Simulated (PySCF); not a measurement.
F2Zn, charge -1, doublet, geometry from GFN2-xTB (such geometries of metal compounds can be far from the true shape) (a state made from the parent by changing its charge; the spin is typed, not shown lowest) (in this run its highest filled SCF level lies above zero, so its values depend strongly on the basis, on diffuse functions most of all); PBE/def2-SVP (PySCF).

PySCF was given this input:
```python
from pyscf import gto, scf, dft

mol = gto.Mole()
mol.atom = '''
    Zn    0.155331    0.307633    0.313275
    F    -0.496055    0.686220   -1.581878
    F    -0.021715   -1.711663    0.537628
'''
mol.basis = 'def2-svp'
mol.charge = -1
mol.spin = 1
mol.verbose = 4
mol.build()

mf = dft.UKS(mol)
mf.xc = 'pbe'
mf.kernel()
mf.analyze()
```

It wrote (shortened):

```
PySCF version 2.14.0

[INPUT] verbose = 4
[INPUT] num. atoms = 3
[INPUT] num. electrons = 49
[INPUT] charge = -1
[INPUT] spin (= nelec alpha-beta = 2S) = 1
[INPUT] symmetry False subgroup None
[INPUT] Mole.unit = angstrom
[INPUT] Symbol           X                Y                Z      unit          X                Y                Z       unit  Magmom
[...]
nuclear repulsion = 153.364778565267
number of shells = 23
number of NR pGTOs = 121
number of NR cGTOs = 59
basis = def2-svp
ecp = {}

******** <class 'pyscf.dft.uks.UKS'> ********
method = UKS
initial guess = minao
damping factor = 0
level_shift factor = 0
DIIS = <class 'pyscf.scf.diis.CDIIS'>
diis_start_cycle = 1
diis_space = 8
diis_damp = 0
SCF conv_tol = 1e-09
SCF conv_tol_grad = None
SCF max_cycles = 50
direct_scf = True
direct_scf_tol = 1e-13
number electrons alpha = 25  beta = 24
XC library pyscf.dft.libxc version 7.1.2
    S. Lehtola, C. Steigemann, M. J. T. Oliveira, and M. A. L. Marques,  SoftwareX 7, 1–5 (2018)
XC functionals = pbe
    J. P. Perdew, K. Burke, and M. Ernzerhof,  Phys. Rev. Lett. 77, 3865 (1996)
    J. P. Perdew, K. Burke, and M. Ernzerhof,  Phys. Rev. Lett. 78, 1396 (1997)
    J. P. Perdew, K. Burke, and M. Ernzerhof,  Phys. Rev. Lett. 77, 3865 (1996)
    J. P. Perdew, K. Burke, and M. Ernzerhof,  Phys. Rev. Lett. 78, 1396 (1997)
radial grids:
    Treutler-Ahlrichs [JCP 102, 346 (1995); DOI:10.1063/1.469408] (M4) radial grids

becke partition: Becke, JCP 88, 2547 (1988); DOI:10.1063/1.454033
pruning grids: <function nwchem_prune>
grids dens level: 3
symmetrized grids: False
atomic radii adjust function: <function treutler_atomic_radii_adjust>
small_rho_cutoff = 0
Set gradient conv threshold to 3.16228e-05
tot grids = 49168
init E= -1977.6473108727

cycle= 1 E= -1977.9489293419  delta_E= -0.302  |g|= 0.872  |ddm|= 1.19
cycle= 2 E= -1972.60816994968  delta_E= 5.34  |g|= 3.38  |ddm|= 6.56
cycle= 3 E= -1978.21961019526  delta_E= -5.61  |g|= 0.133  |ddm|= 6.33
cycle= 4 E= -1978.21828123922  delta_E= 0.00133  |g|= 0.183  |ddm|= 0.434
cycle= 5 E= -1978.23080669207  delta_E= -0.0125  |g|= 0.0446  |ddm|= 0.136
cycle= 6 E= -1978.23178026333  delta_E= -0.000974  |g|= 0.00971  |ddm|= 0.0629
cycle= 7 E= -1978.23181552802  delta_E= -3.53e-05  |g|= 0.00136  |ddm|= 0.0104
cycle= 8 E= -1978.23181555371  delta_E= -2.57e-08  |g|= 0.00142  |ddm|= 0.00253
cycle= 9 E= -1978.23181633493  delta_E= -7.81e-07  |g|= 0.000211  |ddm|= 0.00142
cycle= 10 E= -1978.23181635542  delta_E= -2.05e-08  |g|= 3.56e-05  |ddm|= 0.000254
cycle= 11 E= -1978.23181635607  delta_E= -6.47e-10  |g|= 4.87e-06  |ddm|= 5.24e-05
Extra cycle  E= -1978.23181635607  delta_E= 1.82e-12  |g|= 7.81e-06  |ddm|= 1.85e-05
converged SCF energy = -1978.23181635607  <S^2> = 0.75148553  2S+1 = 2.001485
**** SCF Summaries ****
Total Energy =                       -1978.231816356065337
Nuclear Repulsion Energy =             153.364778565267102
One-electron Energy =                -3080.579034745332592
Two-electron Energy =                  948.982439824000494
Two-electron Coulomb Energy =         1040.868516985657152
DFT Exchange-Correlation Energy =      -91.886077161656686
**** MO energy ****
                             alpha | beta                alpha | beta
[...]
To work with the spin densities directly, `use mulliken_meta_spin()` only printing them here.

 ** Mulliken spin pop alpha/beta on meta-lowdin orthogonal AOs **
 ** Mulliken Spin Density (per AO)  **
spin_pop of  0 Zn 1s        0.00000
spin_pop of  0 Zn 2s        0.00000
spin_pop of  0 Zn 3s        0.00002
spin_pop of  0 Zn 4s        0.58667
spin_pop of  0 Zn 5s        0.03160
spin_pop of  0 Zn 2px       0.00000
spin_pop of  0 Zn 2py       0.00000
spin_pop of  0 Zn 2pz       0.00000
spin_pop of  0 Zn 3px      -0.00000
spin_pop of  0 Zn 3py      -0.00000
spin_pop of  0 Zn 3pz      -0.00000
spin_pop of  0 Zn 4px       0.01504
spin_pop of  0 Zn 4py       0.04345
spin_pop of  0 Zn 4pz       0.04522
spin_pop of  0 Zn 3dxy     -0.00027
spin_pop of  0 Zn 3dyz      0.00311
spin_pop of  0 Zn 3dz^2    -0.00056
spin_pop of  0 Zn 3dxz      0.00105
spin_pop of  0 Zn 3dx2-y2    0.00369
spin_pop of  0 Zn 4dxy      0.00004
spin_pop of  0 Zn 4dyz      0.00011
spin_pop of  0 Zn 4dz^2     0.00008
spin_pop of  0 Zn 4dxz      0.00004
spin_pop of  0 Zn 4dx2-y2    0.00007
spin_pop of  0 Zn 4f-3      0.00000
spin_pop of  0 Zn 4f-2      0.00000
spin_pop of  0 Zn 4f-1      0.00000
spin_pop of  0 Zn 4f+0      0.00000
spin_pop of  0 Zn 4f+1      0.00000
spin_pop of  0 Zn 4f+2      0.00000
spin_pop of  0 Zn 4f+3      0.00000
spin_pop of  1 F 1s       -0.00000
spin_pop of  1 F 2s        0.00836
spin_pop of  1 F 3s        0.00343
spin_pop of  1 F 2px       0.01389
spin_pop of  1 F 2py       0.00080
spin_pop of  1 F 2pz       0.10590
spin_pop of  1 F 3px       0.00016
spin_pop of  1 F 3py       0.00042
spin_pop of  1 F 3pz       0.00220
spin_pop of  1 F 3dxy      0.00001
spin_pop of  1 F 3dyz      0.00005
spin_pop of  1 F 3dz^2     0.00006
spin_pop of  1 F 3dxz      0.00003
spin_pop of  1 F 3dx2-y2    0.00000
spin_pop of  2 F 1s       -0.00000
spin_pop of  2 F 2s        0.00836
spin_pop of  2 F 3s        0.00343
spin_pop of  2 F 2px       0.00246
spin_pop of  2 F 2py       0.11530
spin_pop of  2 F 2pz       0.00284
spin_pop of  2 F 3px      -0.00006
spin_pop of  2 F 3py       0.00260
spin_pop of  2 F 3pz       0.00023
spin_pop of  2 F 3dxy      0.00001
spin_pop of  2 F 3dyz      0.00004
spin_pop of  2 F 3dz^2     0.00002
spin_pop of  2 F 3dxz      0.00000
spin_pop of  2 F 3dx2-y2    0.00008
 ** Mulliken Spin Density (per atom)  **
spin density of  0 Zn =      0.72936
spin density of  1 F =      0.13532
spin density of  2 F =      0.13532
 ** Mulliken pop alpha/beta on meta-lowdin orthogonal AOs **
 ** Mulliken pop       alpha | beta **
In total            25.00000 | 24.00000
 ** Mulliken atomic charges   ( Nelec_alpha | Nelec_beta ) **
charge of  0Zn =      0.47232  (    15.12852     14.39916 )
charge of  1F =     -0.73616  (     4.93574      4.80042 )
charge of  2F =     -0.73616  (     4.93574      4.80042 )

WARN: System has nonzero charge -1; the dipole moment is origin-dependent.
Location of origin: [0. 0. 0.]

Dipole moment(X, Y, Z, Debye):  1.02200,  2.02405,  2.06119
```
